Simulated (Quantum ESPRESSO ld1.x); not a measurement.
Coherent X-ray form factor from a spherical all-electron density. All-electron calculation, Dirac Kohn-Sham, PBE, spin-unpolarised, spherical densities, point nucleus. Program: ld1.x of Quantum ESPRESSO 7.5.

| sin(theta)/lambda (1/angstrom) | f0 (electrons) |
|---|---|
| 0.05 | 23.760 |
| 0.1 | 23.068 |
| 0.15 | 22.002 |
| 0.2 | 20.669 |
| 0.25 | 19.183 |
| 0.3 | 17.646 |
| 0.4 | 14.713 |
| 0.5 | 12.248 |
| 0.6 | 10.349 |
| 0.8 | 7.980 |
| 1 | 6.746 |
| 1.25 | 5.774 |
| 1.5 | 4.936 |
| 2 | 3.426 |

The species is in the configuration that NIST lists as its ground one. Which atom or ion scatters so?

Answer. The cobalt ion Co3+, [Ar] 3d6. Extrapolating in s^2 from the first two rows gives f0(0) = 24.0, near the electron count 24; among species with that count, the fall with angle is slower the higher Z, and the table is that of Z = 27; from so few rows the species is fixed only to a neighbour or two.
